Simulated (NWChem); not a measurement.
Molecule: tin monoxide (SnO, singlet); SMILES [Sn]=[O]

All runs: NWChem. Low-valent species are run as closed-shell singlets; no triplet was tried in these runs. Structure relaxed at the PBE0-D3(BJ)/def2-TZVP level. def2 effective core potentials on Sn; no spin-orbit coupling.

Problem. Taking PBE/def2-QZVP as the yardstick, which of these has the fewest basis functions while keeping “highest occupied level (eV)” within 0.05 eV of it: PBE/def2-TZVPP; PBE/def2-SVPD; PBE/def2-TZVP; PBE/def2-TZVPD; PBE/def2-SVP?

Solution. PBE/def2-TZVPD.
```csv
level,basis functions,highest occupied level (eV),relative time (rough)
PBE/def2-SVP,40,-6.31,1
PBE/def2-SVPD,55,-6.59,1
PBE/def2-TZVP,81,-6.40,4
PBE/def2-TZVPP,81,-6.40,4
PBE/def2-TZVPD,96,-6.49,6
PBE/def2-QZVP,139,-6.47,30
```

The yardstick is one finite set, not the basis-set limit.
